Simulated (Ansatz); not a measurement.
Reaction (formal exchange of groups at the Si–O bond): `C[NH][AlH][O][SiH3]` + `B[SiH2][SiH3]` → `[SiH3]B[SiH2][SiH3]` + `C[NH][AlH][OH]`

Gas-phase electronic energies from Ansatz, PBE0-D4/def2-TZVP geometries. CCSD(T)/CBS is the MP2 limit (def2-TZVPP, def2-QZVPP) plus CCSD(T) − MP2 in def2-TZVPP, frozen cores. Functionals use def2-TZVPP. B3LYP here is the variant with VWN-RPA as its local correlation; programs differ in this. Each species was taken in one conformer, which may not be the lowest.

Is it downhill or uphill in electronic energy at CCSD(T)/CBS, and by how much? (Best estimate.)

The calculation gave: Uphill: ΔE = +119.7 kJ/mol.

What do these levels give: PBE-D4, r2SCAN-D4, PBE0-D4, B3LYP-D4, ωB97X-V, B2PLYP, r2SCAN, PBE0, B3LYP, CCSD(T)/def2-TZVPP, HF/CBS(def2), MP2/CBS(def2)? (Estimate.)

Computed: PBE-D4 93.2, r2SCAN-D4 112.9, PBE0-D4 104.3, B3LYP-D4 120.7, ωB97X-V 120.1, B2PLYP 126.6, r2SCAN 113.2, PBE0 105.8, B3LYP 123.5, CCSD(T)/def2-TZVPP 120.6, HF/CBS(def2) 158.3, MP2/CBS(def2) 126.3 kJ/mol.

Largest T1 diagnostic among the species: 0.015.

In def2-TZVPP, CCSD(T) changes the Hartree–Fock value by −35.0 kJ/mol (the triples alone add −5.0 kJ/mol) and MP2 by −28.4 kJ/mol. From PBE to PBE0 (25 % exact exchange), in def2-TZVPP and without D4, ΔE moves by +11.1 kJ/mol.
